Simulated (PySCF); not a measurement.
Gas-phase reaction: 2 GaCl2 + 6 H → Ga2H6 + 2 Cl2

Method: PySCF energies plus ideal-gas RRHO corrections (1 bar). † marks an energy on the PBE0/def2-TZVP geometry and frequencies; other levels use their own. MP2 and CCSD(T) freeze the core. 6-31G* has spherical d functions here. Open shells (unrestricted): GaCl2 (multiplicity 2), H (multiplicity 2); the rest are closed-shell singlets. B3LYP is the form with VWN-RPA correlation. Ga: all electrons, no relativistic terms. GaCl2, Ga2H6: computed as isolated molecules; such fragments, hydroxides, amides, oligomers or adducts are transient or little studied in the gas. MP2 isn't extrapolated to the basis-set limit; its ΔH°(298 K) is -608.7 kJ in def2-SVP and -719.8 kJ in def2-TZVPP. CCSD(T) isn't extrapolated to the basis-set limit; its ΔH°(298 K) is -715.2 kJ in def2-SVP and -820.6 kJ in def2-TZVPP. The harmonic model lacks anharmonicity and excited electronic states, which grow with temperature; levels with a mode under 35 cm⁻¹ are left out. Soft modes under 120 cm⁻¹ make the harmonic entropy rough for GaCl2.

ΔH° and ΔS° at 298 K: B3LYP/6-31G* -766 kJ, -551 J/K; B3LYP/def2-TZVP† -812 kJ, -551 J/K; CCSD(T)/def2-SVP† -715 kJ, -551 J/K; CCSD(T)/def2-TZVPP† -821 kJ, -551 J/K; M06-2X/def2-TZVP† -744 kJ, -551 J/K; MP2/def2-TZVPP† -720 kJ, -551 J/K.

**Question.** With the heat capacities included, give log10 K (1 bar) at 600, 1200, 1400, 2000, 2500 K from B3LYP/6-31G*, B3LYP/def2-TZVP†, CCSD(T)/def2-SVP†, CCSD(T)/def2-TZVPP†, M06-2X/def2-TZVP†, MP2/def2-TZVPP†.

**Answer.** 
```
T (K)  B3LYP/6-31G*  B3LYP/def2-TZVP†  CCSD(T)/def2-SVP†  CCSD(T)/def2-TZVPP†  M06-2X/def2-TZVP†  MP2/def2-TZVPP†
-----  ------------  ----------------  -----------------  -------------------  -----------------  ---------------
600            37.3              41.2               32.8                 42.0               35.3             33.2
1200            2.9               4.8                0.6                  5.2                1.9              0.8
1400           -2.0              -0.4               -4.0                 -0.1               -2.9             -3.8
2000          -10.9              -9.8              -12.3                 -9.6              -11.6            -12.2
2500          -15.0             -14.2              -16.2                -14.0              -15.6            -16.1
```
